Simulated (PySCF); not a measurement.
`N[C@@]12CCC[C@@H]1C2`, C$_{6}$H$_{11}$N

Molfile (atoms numbered from 1):
```
C6H11N
     RDKit          3D

 18 19  0  0  0  0  0  0  0  0999 V2000
   -1.4639   -1.3065    1.0357 N   0  0  0  0  0  0  0  0  0  0  0  0
   -0.6222   -0.2605    0.5435 C   0  0  1  0  0  0  0  0  0  0  0  0
    0.8404   -0.3358    0.9685 C   0  0  0  0  0  0  0  0  0  0  0  0
    1.6427   -0.2184   -0.3347 C   0  0  0  0  0  0  0  0  0  0  0  0
    0.7678    0.6094   -1.2905 C   0  0  0  0  0  0  0  0  0  0  0  0
   -0.6562    0.3255   -0.8536 C   0  0  2  0  0  0  0  0  0  0  0  0
   -1.1702    1.1130    0.3238 C   0  0  0  0  0  0  0  0  0  0  0  0
   -2.4314   -1.1433    0.7822 H   0  0  0  0  0  0  0  0  0  0  0  0
   -1.1803   -2.2055    0.6582 H   0  0  0  0  0  0  0  0  0  0  0  0
    1.0819    0.4816    1.6492 H   0  0  0  0  0  0  0  0  0  0  0  0
    1.0371   -1.2729    1.4868 H   0  0  0  0  0  0  0  0  0  0  0  0
    1.7941   -1.2134   -0.7572 H   0  0  0  0  0  0  0  0  0  0  0  0
    2.6219    0.2318   -0.1765 H   0  0  0  0  0  0  0  0  0  0  0  0
    0.9962    1.6731   -1.1928 H   0  0  0  0  0  0  0  0  0  0  0  0
    0.9325    0.3252   -2.3293 H   0  0  0  0  0  0  0  0  0  0  0  0
   -1.3640   -0.0096   -1.5990 H   0  0  0  0  0  0  0  0  0  0  0  0
   -0.5961    1.9617    0.6649 H   0  0  0  0  0  0  0  0  0  0  0  0
   -2.2390    1.2509    0.4090 H   0  0  0  0  0  0  0  0  0  0  0  0
  2  1  1  6
  2  3  1  0
  3  4  1  0
  4  5  1  0
  5  6  1  0
  6  7  1  0
  6  2  1  0
  7  2  1  0
  1  8  1  0
  1  9  1  0
  3 10  1  0
  3 11  1  0
  4 12  1  0
  4 13  1  0
  5 14  1  0
  5 15  1  0
  6 16  1  6
  7 17  1  0
  7 18  1  0
M  END
```

Computed with TDDFT PBE0/aug-cc-pVDZ circular dichroism and optical rotation, one conformer, gas phase in PySCF 2.14.0. Geometry: GFN2-xTB.

The molecule is flexible and this is one conformer; a measurement averages over conformers. States above about 6.2 eV (minus the energy of the highest occupied orbital) lie near or above the ionisation threshold and depend on the basis.

(1) What are the CIP labels of the stereocentres?

(2) List the lowest 12 singlet excitations with oscillator and rotatory strengths.

## Answers

(1) C2 R, C6 R.

(2) Rotatory strengths R in 10⁻⁴⁰ esu² cm², velocity form and length form (origin at the centre of mass); f in length form.
| state | E (eV) | λ (nm) | f | R (velocity) | R (length) | main |
| --- | --- | --- | --- | --- | --- | --- |
| 1 | 5.02 | 247 | 0.019 | -11.1 | -10.7 | HOMO→LUMO 0.93 |
| 2 | 5.63 | 220 | 0.017 | +7.3 | +7.2 | HOMO→LUMO+1 0.78, HOMO→LUMO+2 0.13 |
| 3 | 5.70 | 217 | 0.015 | +2.3 | +2.5 | HOMO→LUMO+2 0.78, HOMO→LUMO+1 0.11 |
| 4 | 5.80 | 214 | 0.012 | -2.2 | -2.2 | HOMO→LUMO+3 0.87 |
| 5 | 6.19 | 200 | 0.013 | +1.7 | +1.7 | HOMO→LUMO+4 0.91 |
| 6 | 6.34 | 195 | 0.012 | +8.0 | +8.1 | HOMO→LUMO+5 0.92 |
| 7 | 6.46 | 192 | 0.018 | +6.2 | +6.1 | HOMO→LUMO+6 0.97 |
| 8 | 6.58 | 188 | 0.011 | -1.8 | -2.0 | HOMO→LUMO+7 0.88 |
| 9 | 6.62 | 187 | 0.009 | -4.0 | -4.2 | HOMO→LUMO+8 0.90 |
| 10 | 6.97 | 178 | 0.018 | +5.3 | +5.1 | HOMO−1→LUMO 0.96 |
| 11 | 7.10 | 175 | 0.004 | -7.5 | -7.7 | HOMO→LUMO+9 0.82 |
| 12 | 7.23 | 172 | 0.0007 | +0.5 | +0.4 | HOMO→LUMO+10 0.87 |

Among the states computed, the strongest CD band (largest |R|) is state 1. The largest dissymmetry factor in size, g = 4R/(D+G), with D and G the electric and magnetic dipole strengths, is -0.023 for state 11 (velocity form, f = 0.004), among bands with |R| over 0.5. The mirror image has the same energies and oscillator strengths and all R with the opposite sign.
